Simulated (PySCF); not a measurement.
**Spinor energies of Ba⁴⁴⁺ (barium, charge +44)**

Start: [Ne] 3s2. Calculated with PySCF 2.14 in an uncontracted even-tempered set (18 s from 3.5 bohr⁻², ratio 2.6; 14 p from 4.6 bohr⁻², ratio 2.6; 6 d from 4.7 bohr⁻², ratio 2.8; 4 f from 66 bohr⁻², ratio 2.8): generalised Hartree-Fock with the X2C-1e Hamiltonian and a Gaussian nucleus; spin-orbit coupling (SO) screened by Boettger's factors.

| spinor shell | electrons | ε, screened SO (eV) | weight of nominal j (screened SO) | rms radius, screened SO (bohr) |
| --- | --- | --- | --- | --- |
| 1s1/2 | 2 | -40578.0 | 1.000 | 0.0292 |
| 2s1/2 | 2 | -8825.7 | 1.000 | 0.116 |
| 2p1/2 | 2 | -8494.0 | 1.000 | 0.100 |
| 3s1/2 | 2 | -3547.0 | 1.000 | 0.278 |

Where does 2p3/2 lie, and what is the 2p spin-orbit splitting (screened SO)?

At -8095.8 eV, 398.22 eV above 2p1/2.

```csv
quantity,screened SO
E (hartree),-6283.51866
M_J,0
⟨J²⟩,0.000
⟨L²⟩,0.010
⟨S²⟩,0.010
```

Breit and QED terms are absent; they matter most for the inner s and p1/2 levels.

Densities and radii are taken from the X2C orbitals without a picture-change correction, which distorts them close to the nucleus.
